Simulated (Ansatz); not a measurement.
Job for Ansatz (a program for electronic structure): R-CCSD(T)/def2-TZVPP on Cl2 (SMILES ClCl).

Ansatz 0.2 input:
```yaml
crystal:
  periodic: [false, false, false]
  atoms:
    - {symbol: Cl, position_ang: [0.00000000, 0.00000000, 1.00675153]}
    - {symbol: Cl, position_ang: [-0.00000000, -0.00000000, -1.00675153]}
basis:
  gaussian:
    orbitals: def2-TZVPP
magnetization: {spin_polarized: false}
correlation: {method: ccsd_t, electrons: outside_noble_gas}
scf: {lower_state_search: off}
```

It printed:

```
WARN ansatz: RAYON_NUM_THREADS=4 ignored (pool sized by the plan → 4); use --threads N
Functional definition: HF
these checks for a lower state are left out or cut short: stability, starts, cluster_reference, orbital_swaps, neighbouring_geometries, increment
integrals: 0.06 GiB planned
499 factors; integrals over basis functions are off by at most 7.0e-4 eV
mean field: 0.14 GiB planned
mean field evaluation 1: about -25006.1860 eV, gradient 1.4e1 eV
mean field evaluation 2: about -25006.3147 eV, gradient 1.5e1 eV
mean field evaluation 4: about -25006.7788 eV, gradient 1.1e0 eV
mean field evaluation 8: about -25006.7879 eV, gradient 7.3e-6 eV
mean field -25006.78787055 eV, -918.9825040332 hartree, gradient 6.8e-7 eV, S^2 0.000000; 0 other end points of the search recorded, 0 dependent functions left out
10 core orbitals not correlated
reference -25006.78787055 eV, -918.9825040332 hartree; 7, 7 occupied and 67, 67 virtual orbitals, 499 factors
second order -10.33196025 eV of doubles, -0.00000000 eV of singles
coupled cluster: 0.17 GiB planned
cycle   1  -10.93833243 eV  change   -6.1e-1 eV  update   6.2e-2
cycle   2  -11.21570642 eV  change   -2.8e-1 eV  update   1.9e-2
cycle   3  -11.24762167 eV  change   -3.2e-2 eV  update   6.6e-3
cycle   4  -11.24463577 eV  change    3.0e-3 eV  update   1.7e-3
cycle   5  -11.24477088 eV  change   -1.4e-4 eV  update   4.6e-4
cycle   6  -11.24470541 eV  change    6.5e-5 eV  update   1.7e-4
cycle   7  -11.24472434 eV  change   -1.9e-5 eV  update   5.0e-5
cycle   8  -11.24474136 eV  change   -1.7e-5 eV  update   1.4e-5
perturbative correction -0.49006943 eV, -0.0180097192 hartree
Total energy: -25018.52268134 eV, -919.4137503755 hartree
Checks for a lower state left out: stability, starts, cluster_reference, orbital_swaps, neighbouring_geometries, increment
```

Self-consistency was reached.

Cost: very roughly 1.9 core-seconds.
